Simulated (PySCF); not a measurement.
Excitations are Tamm–Dancoff values on a coarser integration grid. The basis has no diffuse functions, so Rydberg states are missing or too high.

# H₉BSi₃, SMILES `[SiH3]B([SiH3])[SiH3]` (charge 0, multiplicity 1)

These are PBE-D3(BJ)/def2-TZVP // PBE0-D4/def2-TZVP in PySCF values and carry that method's errors.

The HOMO is -6.84 eV and the dipole moment is 0.014 e·Å. The HOMO–LUMO gap is 2.80 eV and the LUMO comes out as -4.04 eV. The S1 excitation (TDA) is 3.06 eV. The S1 oscillator strength is 0.000 and the T1 excitation (TDA) is 2.36 eV. The S1–T1 gap (TDA) comes out as 0.70 eV. The total energy is -24441.42 eV and the cost comes out as roughly 110 core-seconds.

```xyz
13

Si     0.0918     1.9188    -0.4325
B     -0.0040    -0.0157     0.0619
Si     1.6981    -1.0237     0.3512
Si    -1.7944    -0.9013     0.1477
H     -1.0640     2.4118    -1.2307
H      1.3525     2.3161    -1.1175
H      0.0568     2.6015     0.8987
H      1.5920    -2.1764     1.2862
H      2.0232    -1.5568    -1.0081
H      2.8335    -0.1625     0.7833
H     -1.8692    -2.0896     1.0407
H     -2.0270    -1.3600    -1.2572
H     -2.8964     0.0345     0.5058
```
